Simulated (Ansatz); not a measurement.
A search over several starts for the lowest SCF solution of ZrF4 at the given spin, in a small basis.

```yaml
crystal:
  periodic: [false, false, false]
  atoms:
    - {symbol: Zr, position_ang: [-0.000007, -0.000006, 0.000025]}
    - {symbol: F, position_ang: [0.009446, -0.015571, 1.908285]}
    - {symbol: F, position_ang: [1.795993, 0.009661, -0.644961]}
    - {symbol: F, position_ang: [-0.906521, 1.561038, -0.618920]}
    - {symbol: F, position_ang: [-0.898911, -1.555123, -0.644419]}
basis:
  gaussian: {orbitals: def2-SVP, initial_orbitals: start.molden}
hamiltonian: {xc: pbe0, dispersion: d4}
output: {orbitals: {seedname: orbitals}}
```

The file start.molden holds the orbitals of an earlier run on this structure, at another level or in another basis.

```sh
$ ansatz run in.yaml --threads 4 --pin off --events-out ev --progress --plain --max-ram 3916MiB
```

Output, abridged:

```
Functional definition: PBE0
945 factors; their error is unknown
mean field evaluation 1: about -12137.7223 eV, gradient 7.3e0 eV
mean field evaluation 2: about -12137.8938 eV, gradient 3.0e-1 eV
mean field evaluation 4: about -12137.9470 eV, gradient 7.9e-2 eV
mean field evaluation 8: about -12095.1845 eV, gradient 1.6e2 eV
mean field evaluation 16: about -12137.9470 eV, gradient 1.6e-2 eV
mean field -12137.94704311 eV, -446.0613264383 hartree, gradient 2.5e-5 eV, S^2 0.000000; 1 other end points of the search recorded, 0 dependent functions left out
reference -12137.94710261 eV, -446.0613286248 hartree; 24, 24 occupied and 63, 63 virtual orbitals, 945 factors
Total energy: -12138.01906054 eV, -446.0639730302 hartree
```

It took 1.1 s on 4 threads of Arm Neoverse V1 on a shared host.

In the def2 sets Zr takes a core potential; there is no spin–orbit coupling.
